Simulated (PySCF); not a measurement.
Species: H8N2SSi2.
SMILES: `N[SiH](N)[SiH2]S`

Torsions of this conformer, `[NH2:1][SiH:2]([NH2:3])[SiH2:4][SH:5]`: N1–Si2–Si4–S5 175°, H–N1–Si2–N3 53°, H–N1–Si2–N3 -160°, H–N3–Si2–N1 63°, H–N3–Si2–N1 -157°, H–S5–Si4–Si2 -49°.

The closed-shell ground state was solved at several levels (PySCF, density fitting, gas phase, non-relativistic). The structure is a single PBE0-D3(BJ)/def2-SVP conformer in the gas phase; no vibrational or solvent corrections.

```json
{"level": "LC-wPBE/def2-SVPD", "basis functions": "179", "total energy (Eh)": "-1090.8471", "HOMO (eV)": "-9.43", "LUMO (eV)": "1.65", "gap (eV)": "11.08", "dipole (D)": "2.08"}
{"level": "BHandHLYP/def2-SVPD", "basis functions": "179", "total energy (Eh)": "-1091.1361", "HOMO (eV)": "-7.93", "LUMO (eV)": "0.42", "gap (eV)": "8.35", "dipole (D)": "2.01"}
{"level": "KT2/pcSseg-1", "basis functions": "146", "total energy (Eh)": "-1101.4748", "HOMO (eV)": "-5.71", "LUMO (eV)": "-1.08", "gap (eV)": "4.63", "dipole (D)": "2.32"}
{"level": "PBE0/def2-SVP", "basis functions": "122", "total energy (Eh)": "-1090.6674", "HOMO (eV)": "-6.63", "LUMO (eV)": "0.19", "gap (eV)": "6.82", "dipole (D)": "2.28"}
{"level": "PBE/def2-SVPD", "basis functions": "179", "total energy (Eh)": "-1090.5933", "HOMO (eV)": "-5.68", "LUMO (eV)": "-1.12", "gap (eV)": "4.56", "dipole (D)": "2.03"}
```

(1) What might KT3/pcSseg-1 (146 basis functions) give for the same quantities?

(2) Over all these levels, which gives the widest orbital gap and which the narrowest?

(3) How far do the dipole and the HOMO energy spread over the levels?

Answers

(1) Total energy -1100.6006 Eh, HOMO -5.71 eV, LUMO -0.95 eV, gap 4.76 eV, dipole 2.29 D.

(2) LC-wPBE/def2-SVPD (range-separated hybrid) has the widest, 11.08 eV, and PBE/def2-SVPD (GGA) the narrowest, 4.56 eV. The two share the basis. From the narrowest to the widest the HOMO moves by -3.75 eV and the LUMO by +2.77 eV.

(3) The dipole runs from 2.01 to 2.32 D (mean 2.17 D) and the HOMO from -9.43 to -5.68 eV.
